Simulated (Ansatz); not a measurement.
`ClC1=CB1` and `[SiH3]C1=C(Cl)B1` differ in one atom or group.

Ansatz, PBE0-D4/def2-TZVP geometries, multiplicity 1. 

```tsv
property	`ClC1=CB1`
LUMO energy (B3LYP/def2-TZVPP) / eV	-0.70
HOMO–LUMO gap (ωB97M-V/def2-TZVPP) / eV	12.08
size of the dipole moment (PBE/def2-TZVPP) / D	0.93
LUMO energy (ωB97M-V/def2-TZVPP) / eV	1.73
LUMO energy (PBE/def2-TZVPP) / eV	-1.57
LUMO energy (PBE0/def2-TZVPP) / eV	-0.48
```

**Question.** What does the change do to each property? (Estimate.)

**Answer.** Ansatz gave: 
```json
{"property": "LUMO energy (B3LYP/def2-TZVPP) / eV", "`[SiH3]C1=C(Cl)B1`": "-1.30", "shift": "-0.60"}
{"property": "HOMO–LUMO gap (ωB97M-V/def2-TZVPP) / eV", "`[SiH3]C1=C(Cl)B1`": "11.07", "shift": "-1.01"}
{"property": "size of the dipole moment (PBE/def2-TZVPP) / D", "`[SiH3]C1=C(Cl)B1`": "0.71", "shift": "-0.22"}
{"property": "LUMO energy (ωB97M-V/def2-TZVPP) / eV", "`[SiH3]C1=C(Cl)B1`": "0.97", "shift": "-0.76"}
{"property": "LUMO energy (PBE/def2-TZVPP) / eV", "`[SiH3]C1=C(Cl)B1`": "-2.13", "shift": "-0.56"}
{"property": "LUMO energy (PBE0/def2-TZVPP) / eV", "`[SiH3]C1=C(Cl)B1`": "-1.13", "shift": "-0.65"}
```

With PBE0 the HOMO rises by 0.21 eV and the LUMO falls by 0.65 eV, so the gap narrows by about 0.86 eV. PBE moves the HOMO by 0.15 eV and ωB97M-V by 0.25 eV. The zero-point energy changes by 40.8 kJ/mol with +9 modes. Dipoles are sizes alone; their direction can turn.

B3LYP here is the variant with VWN-RPA as its local correlation; programs differ in this.
